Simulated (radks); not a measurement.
Q: These are the eigenvalues of the occupied orbitals of an atom or ion with whole-number occupations (eV). Calculated with a radial shooting solver on a logarithmic mesh with Libxc functionals: scalar-relativistic Kohn-Sham, PBE, spin-unpolarised, spherical densities, point nucleus.

| orbital | eigenvalue |
|---|---|
| 1s | -78878.45 |
| 2s | -14215.04 |
| 2p | -12376.06 |
| 3s | -3667.068 |
| 3p | -3131.466 |
| 3d | -2551.936 |
| 4s | -1113.272 |
| 4p | -935.6676 |
| 4d | -720.4059 |
| 4f | -480.3277 |
| 5s | -467.0171 |

Which element is it, and in what charge state? The configuration may be excited.

A: Z = 78, platinum, charge +18: Pt18+ in [Kr] 4d10 4f12 5s2. The list shows which subshells hold electrons but not how many an open one holds; the 1s level, -2898.7 hartree, gives Z - s = 76.1 by -(Z - s)^2/2, which with screening and relativity narrows Z to a few neighbours, and the depths of the outer levels then fix element, charge and occupations together.
